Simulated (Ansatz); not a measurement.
Species: PbO, charge 0, multiplicity 1. SMILES: [O]=[Pb]
Geometry from a B3LYP-D3(BJ)/def2-TZVP (Ansatz, a program for electronic structure) optimisation:
```
Pb
O 1 1.9216
```
Charge 0, spin multiplicity 1.

Wanted: vertical ionisation energy (to the doublet state of charge +1; each state is the SCF solution reached for its spin; for the singlet the Hartree-Fock reference is unstable and T1 is 0.044), in eV. Valence correlation only, unless marked. UHF or UKS for open shells. No spin-orbit coupling. Frozen are the shells of the preceding noble gas and the d and f shells that filled before the atom's block. Past Kr the def2 sets carry scalar-relativistic core potentials. CBS marks a two-point X^-3 extrapolation of the correlation energy; Hartree-Fock from the larger set.

```json
[
 {"level": "PBE/def2-TZVPD", "program": "Ansatz", "vertical ionisation energy (eV)": "9.57"},
 {"level": "PBE0/def2-TZVPD", "program": "Ansatz", "vertical ionisation energy (eV)": "9.09"},
 {"level": "CAM-B3LYP/def2-TZVPD", "program": "Ansatz", "vertical ionisation energy (eV)": "?"},
 {"level": "CCSD/def2-SVPD", "program": "Ansatz", "vertical ionisation energy (eV)": "?"},
 {"level": "CCSD(T)/CBS(def2-TZVPPD,def2-QZVPPD)", "program": "Ansatz", "vertical ionisation energy (eV)": "9.44"}
]
```

### Question
Fill in the missing entries.

### Answer

- CAM-B3LYP/def2-TZVPD, vertical ionisation energy (eV): 9.19
- CCSD/def2-SVPD, vertical ionisation energy (eV): 9.00
